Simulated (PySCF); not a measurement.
**Bond curve of ZnC**

Set-up: PySCF, scalar-relativistic core potentials, basis sets Zn cc-pVDZ-PP with ECP10, C cc-pVDZ. Energies in eV from Zn + C in their ground configurations at the same level. All curves are PBE0. state 1: ³Σ⁻ (triplet), unpaired electrons π ↑↑; state 2: Ms = 0 determinant of mixed spin (⟨S²⟩ near 1.0), unpaired electrons π ↑↓, a mixture of terms (⟨Lz²⟩ = 2.0), a second solution, started from another occupation; state 3: ³Π (triplet), unpaired electrons σ ↑, π ↑, a second solution, started from another occupation; state 4: Ms = 0 determinant of mixed spin (⟨S²⟩ near 1.0), unpaired electrons σ ↓, π ↑, a second solution, started from another occupation.

| R (Å) | state 1 | state 2 | state 3 | state 4 |
| --- | --- | --- | --- | --- |
| 1.687 | -0.697 | -0.2367 | 1.0415 | 1.1969 |
| 1.766 | -1.012 | -0.5389 | 0.5593 | 0.7158 |
| 1.844 | -1.180 | -0.6981 | 0.2429 | 0.4035 |
| 1.903 | -1.237 | -0.7515 | 0.0844 | 0.2503 |
| 1.962 | -1.252 | -0.7647 | -0.0249 | 0.1483 |
| 2.021 | -1.236 | -0.7489 | -0.0968 | 0.0855 |
| 2.099 | -1.181 | -0.6971 | -0.1509 | 0.0462 |
| 2.197 | -1.082 | -0.6032 | -0.1751 | 0.0445 |
| 2.315 | -0.944 | -0.4724 | -0.1693 | 0.0812 |
| 2.472 | -0.761 | -0.2977 | -0.1399 | 0.1538 |

Put a parabola through the three lowest points of the state 1 curve and estimate Re, k and ωe (reduced mass 10.1 u; 1 eV/Å² = 0.16022 mdyn/Å; ωe = 1302.8·√(k/μ) cm⁻¹).

Through R = 1.903, 1.962, 2.021 Å the second-order coefficient is 4.45 eV/Å², so Re ≈ 1.961 Å, k ≈ 1.43 mdyn/Å and ωe ≈ 490 cm⁻¹. A polynomial fit of higher order to the unrounded PBE0 energies gives Re = 1.957 Å, k = 1.46 mdyn/Å, ωe = 495 cm⁻¹; anharmonicity and rounding make the difference.

The higher-order fit for each curve: state 1: Re = 1.957 Å, ωe = 495 cm⁻¹, De = 1.25 eV; state 2: Re = 1.956 Å, ωe = 482 cm⁻¹, minimum 0.76 eV below the ground-state fragments; state 3: Re = 2.228 Å, ωe = 245 cm⁻¹, minimum 0.176 eV below the ground-state fragments; state 4: Re = 2.150 Å, ωe = 335 cm⁻¹, minimum 0.040 eV above the ground-state fragments.

The state is the lowest determinant that a PBE0 search found; another state may lie lower at other levels.
